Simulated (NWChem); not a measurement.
System meant: SnH$_{2}$S$_{2}$, singlet; SMILES [SH][Sn][SH]

Input file for NWChem:

```
start job
memory heap 200 mb stack 900 mb global 1100 mb
geometry units angstroms noautoz
  Sn     0.000000     0.000000     0.680252
  S      1.758854     0.004258    -1.025150
  H      2.750246     0.006756    -0.105699
  S     -1.758854    -0.004258    -1.025150
  H     -2.750246    -0.006756    -0.105699
end
basis spherical
  Sn library def2-svp
  S library def2-svp
  H library def2-svp
end
ecp
  Sn library def2-ecp
end
dft
  odft
  mult 2
  xc pbe0
  iterations 150
  mulliken
end
task dft energy
```

End of the output:

```
 ==============================================================================
                                 internuclear angles
 ------------------------------------------------------------------------------
        center 1       |       center 2       |       center 3       |  degrees
 ------------------------------------------------------------------------------
    2 S                |   1 Sn               |   4 S                |    91.77
    1 Sn               |   2 S                |   3 H                |    93.04
    1 Sn               |   4 S                |   5 H                |    93.04
 ------------------------------------------------------------------------------
                            number of included internuclear angles:          3
 ==============================================================================

 Summary of "ao basis" -> "" (spherical)
 ------------------------------------------------------------------------------
       Tag                 Description            Shells   Functions and Types
 ---------------- ------------------------------  ------  ---------------------
 Sn                         def2-svp                10       26   4s4p2d
 S                          def2-svp                 8       18   4s3p1d
 H                          def2-svp                 3        5   2s1p

                                 NWChem DFT Module
                                 -----------------

 Summary of "ao basis" -> "ao basis" (spherical)
 ------------------------------------------------------------------------------
       Tag                 Description            Shells   Functions and Types
 ---------------- ------------------------------  ------  ---------------------
 Sn                         def2-svp                10       26   4s4p2d
 S                          def2-svp                 8       18   4s3p1d
 H                          def2-svp                 3        5   2s1p

      Symmetry analysis of basis
      --------------------------

        a1         29
        a2          8
        b1         23
        b2         12

  number of electrons :                   56
  multiplicity        :                    2
 ------------------------------------------------------------------------
  no. of electrons and multiplicity not compatible                  56
 ------------------------------------------------------------------------
 ------------------------------------------------------------------------
  current input line :
    25: task dft energy
 ------------------------------------------------------------------------
 ------------------------------------------------------------------------
 There is an error in the input file
 ------------------------------------------------------------------------
 For more information see the NWChem manual at https://nwchemgit.github.io

0: no. of electrons and multiplicity not compatible:Received an Error in Communication
```

Find the fault in this run and fix the input.

The program refused the input. Cause: the multiplicity doesn't fit the number of electrons (an even count wants an odd multiplicity, and the reverse). This input runs:
```
start job
memory heap 200 mb stack 900 mb global 1100 mb
geometry units angstroms noautoz
  Sn     0.000000     0.000000     0.680252
  S      1.758854     0.004258    -1.025150
  H      2.750246     0.006756    -0.105699
  S     -1.758854    -0.004258    -1.025150
  H     -2.750246    -0.006756    -0.105699
end
basis spherical
  * library def2-svp
end
ecp
  Sn library def2-ecp
end
dft
  xc pbe0
  iterations 150
  mulliken
end
task dft energy
```
It converges to -1011.43321 Ha (PBE0/def2-SVP with def2 effective core potentials on Sn).
